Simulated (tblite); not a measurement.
Compound: C5H5O3P.
Numbering: `[CH3:1][O:2][C:3](=[O:4])[c:5]1[o:6][cH:7][cH:8][p:9]1` (hydrogens: H10, H11, H12 on C1; H13 on C7; H14 on C8)

Computed with GFN2-xTB (tblite), gas phase: Langevin dynamics at 200 K from the optimised GFN2-xTB geometry, time step 0.5 fs, friction 0.01 fs⁻¹, 2000 steps. Over the second half of the run the saved frames average 165 K.

The optimised geometry, where the run starts:
```
atom  x, y, z in Å
C1      2.903    0.128   -0.557
O2      1.487    0.168   -0.636
C3      0.820   -0.173    0.486
O4      1.348   -0.513    1.513
C5     -0.610   -0.059    0.222
O6     -1.497   -0.371    1.184
C7     -2.738   -0.206    0.752
C8     -2.868    0.231   -0.529
P9     -1.287    0.461   -1.280
H10     3.230   -0.813   -0.110
H11     3.268    0.217   -1.577
H12     3.271    0.956    0.053
H13    -3.513   -0.436    1.463
H14    -3.812    0.408   -1.007
```

t = 25 fs, T = 144 K, E(pot) 0.092 eV above the start
```
atom  x, y, z in Å  |  force x, y, z in eV/Å
C1      2.846    0.110   -0.621   -0.153   0.167   0.517
O2      1.427    0.122   -0.635    0.005   0.069  -0.143
C3      0.775   -0.157    0.518    0.777  -0.264   0.337
O4      1.307   -0.430    1.578   -0.488   0.282  -1.048
C5     -0.639   -0.081    0.203    0.150  -0.116   0.569
O6     -1.510   -0.424    1.167   -0.015   0.092  -0.137
C7     -2.749   -0.215    0.750    0.351  -0.359   0.106
C8     -2.861    0.274   -0.507   -1.066   0.231  -0.311
P9     -1.307    0.487   -1.280    0.275   0.151  -0.022
H10     3.150   -0.718    0.018    0.312  -0.086  -0.033
H11     3.198   -0.009   -1.645   -0.114   0.057   0.167
H12     3.198    1.050   -0.168    0.084  -0.211  -0.246
H13    -3.492   -0.576    1.422   -0.456   0.144   0.243
H14    -3.826    0.524   -0.936    0.336  -0.157   0.004
```

t = 150 fs, T = 162 K, E(pot) 0.289 eV above the start
```
atom  x, y, z in Å  |  force x, y, z in eV/Å
C1      2.771    0.064   -0.732   -0.636   0.219   0.021
O2      1.340    0.201   -0.700   -0.044  -0.200   0.405
C3      0.719   -0.116    0.465   -0.895   0.083  -1.764
O4      1.277   -0.528    1.420    0.892  -0.448   1.651
C5     -0.734   -0.010    0.286   -0.747  -0.886   1.476
O6     -1.555   -0.542    1.294    2.051   0.225  -0.052
C7     -2.807   -0.536    0.970   -0.566   0.678  -0.766
C8     -3.075   -0.050   -0.279   -0.098   0.281   0.631
P9     -1.623    0.491   -1.073    0.242   0.349  -1.139
H10     3.187    0.235    0.278   -0.115  -0.242  -0.514
H11     3.057   -0.910   -1.162   -0.139   0.267   0.404
H12     3.022    0.853   -1.423    0.613   0.199  -0.122
H13    -3.534   -0.776    1.721    0.053  -0.346   0.145
H14    -4.053    0.177   -0.612   -0.609  -0.178  -0.375
```

t = 175 fs, T = 247 K, E(pot) 0.335 eV above the start
```
atom  x, y, z in Å  |  force x, y, z in eV/Å
C1      2.715    0.007   -0.717    1.015   0.636  -0.141
O2      1.348    0.285   -0.716   -1.197  -0.831   0.840
C3      0.732   -0.175    0.431    0.458   0.734   0.036
O4      1.385   -0.569    1.371   -0.705  -0.103  -0.380
C5     -0.714   -0.026    0.334   -1.422  -0.808   0.588
O6     -1.518   -0.636    1.333    1.416   0.842  -1.317
C7     -2.773   -0.620    0.977   -0.513  -0.465  -0.142
C8     -3.123   -0.044   -0.204   -0.146  -0.169  -0.435
P9     -1.677    0.538   -1.016    0.767   0.052   0.259
H10     3.188    0.469    0.183   -0.158  -0.544  -0.490
H11     2.953   -1.072   -0.793   -0.249   0.510   0.229
H12     3.067    0.529   -1.607    0.278  -0.114  -0.037
H13    -3.421   -1.224    1.577   -0.243   0.088   0.477
H14    -4.123   -0.079   -0.660    0.698   0.172   0.513
```

t = 225 fs, T = 251 K, E(pot) 0.460 eV above the start
```
atom  x, y, z in Å  |  force x, y, z in eV/Å
C1      2.709   -0.105   -0.896   -0.508  -0.181   0.780
O2      1.367    0.334   -0.644   -0.170  -0.736  -0.359
C3      0.688   -0.267    0.396    0.866   1.178  -1.352
O4      1.235   -0.686    1.363    0.657  -0.822   0.973
C5     -0.732   -0.244    0.176   -0.011  -0.154   0.843
O6     -1.408   -0.890    1.162   -0.018  -0.101  -0.497
C7     -2.710   -0.798    0.951    0.246  -1.262   1.455
C8     -3.034   -0.087   -0.131   -2.800   1.326  -0.608
P9     -1.698    0.582   -0.976    1.165   0.338  -0.726
H10     3.410    0.413   -0.277    0.447   0.713   0.465
H11     2.849   -1.151   -0.648   -0.318  -0.410   0.024
H12     2.949    0.044   -1.924   -0.151   0.272  -0.691
H13    -3.303   -1.410    1.645    0.127   0.616  -0.432
H14    -4.044    0.289   -0.366    0.467  -0.779   0.124
```

t = 250 fs, T = 251 K, E(pot) 0.550 eV above the start
```
atom  x, y, z in Å  |  force x, y, z in eV/Å
C1      2.715   -0.103   -0.980   -0.371  -2.110  -0.109
O2      1.368    0.182   -0.659    0.067   0.231  -0.123
C3      0.791   -0.344    0.444   -1.115   0.297  -0.881
O4      1.302   -0.807    1.423    0.334  -0.023  -0.282
C5     -0.670   -0.261    0.185   -2.148  -0.451   0.827
O6     -1.480   -0.989    1.066    0.976   0.893  -0.099
C7     -2.782   -0.785    0.901    1.366  -0.875   0.267
C8     -3.149    0.004   -0.127    0.304  -0.308  -0.202
P9     -1.698    0.606   -0.959    0.636  -0.136   0.318
H10     3.434    0.468   -0.461    0.603   1.057   0.584
H11     2.890   -1.165   -0.651    0.085   0.605  -0.452
H12     2.844   -0.026   -2.071   -0.199   0.068   0.485
H13    -3.336   -1.395    1.587   -0.452   0.079   0.038
H14    -4.190    0.006   -0.373   -0.085   0.674  -0.369
```

t = 300 fs, T = 214 K, E(pot) 0.433 eV above the start
```
atom  x, y, z in Å  |  force x, y, z in eV/Å
C1      2.561   -0.006   -0.880   -0.512   1.890   0.784
O2      1.128   -0.053   -0.914    0.912  -0.677   1.447
C3      0.670   -0.542    0.291   -0.466   0.733  -0.193
O4      1.310   -0.968    1.218    0.325  -0.023  -0.596
C5     -0.758   -0.337    0.285   -0.102  -0.208   0.321
O6     -1.538   -0.977    1.157   -1.195  -0.345  -0.122
C7     -2.856   -0.759    0.885    1.147  -0.658  -0.134
C8     -3.035    0.120   -0.146   -2.047  -0.245   0.117
P9     -1.556    0.683   -0.828    0.694   0.717  -0.932
H10     2.855    0.963   -0.343   -0.211  -1.021  -0.718
H11     2.892   -0.814   -0.258    0.502  -0.542  -0.013
H12     2.922    0.011   -1.883    0.246  -0.170  -0.500
H13    -3.496   -1.507    1.363    0.069   0.891  -0.069
H14    -4.006    0.424   -0.578    0.639  -0.342   0.608
```

t = 625 fs, T = 164 K, E(pot) 0.259 eV above the start
```
atom  x, y, z in Å  |  force x, y, z in eV/Å
C1      2.587    0.164   -1.015   -0.919  -0.414  -0.036
O2      1.191    0.295   -0.610    1.707  -0.013  -0.739
C3      0.876   -0.442    0.436   -0.858  -1.309   1.610
O4      1.625   -1.095    1.145   -0.597   0.788  -0.925
C5     -0.601   -0.353    0.570   -0.470   0.609   0.160
O6     -1.345   -0.865    1.598   -0.878   0.741  -1.236
C7     -2.644   -0.461    1.445    1.270  -0.213   0.754
C8     -2.926    0.407    0.451    0.664  -0.232  -0.400
P9     -1.479    0.696   -0.525    0.414  -0.336   0.319
H10     2.671    0.575   -1.999   -0.187   0.280  -0.638
H11     3.221    0.743   -0.365    0.220  -0.103   0.485
H12     2.851   -0.908   -1.063    0.006   0.502   0.341
H13    -3.309   -0.773    2.218   -0.139  -0.309   0.261
H14    -3.886    0.821    0.243   -0.233   0.010   0.044
```

t = 650 fs, T = 219 K, E(pot) 0.157 eV above the start
```
atom  x, y, z in Å  |  force x, y, z in eV/Å
C1      2.606    0.182   -1.012   -0.289  -1.121  -1.117
O2      1.243    0.252   -0.625    0.061   0.290  -0.478
C3      0.838   -0.451    0.449   -0.859   0.691  -0.427
O4      1.546   -1.087    1.157    0.805  -0.784   0.712
C5     -0.614   -0.232    0.573    1.479  -0.464   0.154
O6     -1.298   -0.763    1.594    0.054   0.305  -0.124
C7     -2.558   -0.363    1.498   -0.003  -0.928   0.799
C8     -2.881    0.378    0.434    0.380   0.557  -0.655
P9     -1.438    0.728   -0.557   -0.879   0.253  -0.211
H10     2.725    0.617   -2.015   -0.449  -0.242   0.186
H11     3.237    0.736   -0.381    0.701   0.632   1.188
H12     2.931   -0.880   -1.032   -0.105   0.491   0.045
H13    -3.181   -0.754    2.277   -0.294   0.029   0.130
H14    -3.862    0.727    0.261   -0.604   0.291  -0.202
```

t = 675 fs
```
atom  x, y, z in Å
C1      2.658    0.166   -0.965
O2      1.284    0.162   -0.689
C3      0.837   -0.432    0.435
O4      1.519   -1.137    1.147
C5     -0.581   -0.115    0.579
O6     -1.273   -0.611    1.614
C7     -2.532   -0.326    1.468
C8     -2.843    0.422    0.415
P9     -1.474    0.780   -0.566
H10     2.899    0.691   -1.881
H11     3.232    0.678   -0.186
H12     3.024   -0.868   -0.957
H13    -3.207   -0.757    2.234
H14    -3.888    0.720    0.246
```

Task: Estimate the potential energy and the forces of this last frame.

Result: 0.226 eV above the start.

| atom | Fx (eV/Å) | Fy (eV/Å) | Fz (eV/Å) |
| --- | --- | --- | --- |
| C1 | 0.954 | -0.515 | 0.667 |
| O2 | -0.513 | 0.723 | -0.295 |
| C3 | 0.551 | -0.426 | 0.226 |
| O4 | -0.323 | 0.430 | -0.213 |
| C5 | 0.974 | -0.380 | 0.263 |
| O6 | 0.946 | -0.614 | 0.113 |
| C7 | -1.091 | -1.111 | 2.143 |
| C8 | -2.630 | 0.906 | -0.759 |
| P9 | 0.578 | 0.660 | -1.135 |
| H10 | -0.517 | -0.199 | -0.316 |
| H11 | -0.200 | 0.084 | 0.298 |
| H12 | 0.044 | 0.056 | -0.322 |
| H13 | 0.520 | 0.468 | -0.547 |
| H14 | 0.709 | -0.080 | -0.123 |

The bond farthest from its length at the start is C8–P9 (1.722 against 1.765 Å), and half the difference of its two atoms' forces along it is +1.36 eV/Å (positive lengthens). The largest atomic force is 2.88 eV/Å.

The cost below is that of the whole dynamics run. The run took 21 s of wall time on an Arm Neoverse N1 with one thread, shared host with 64 logical CPUs at a one-minute load of 56, and the process peaked at 0.18 GiB of memory.
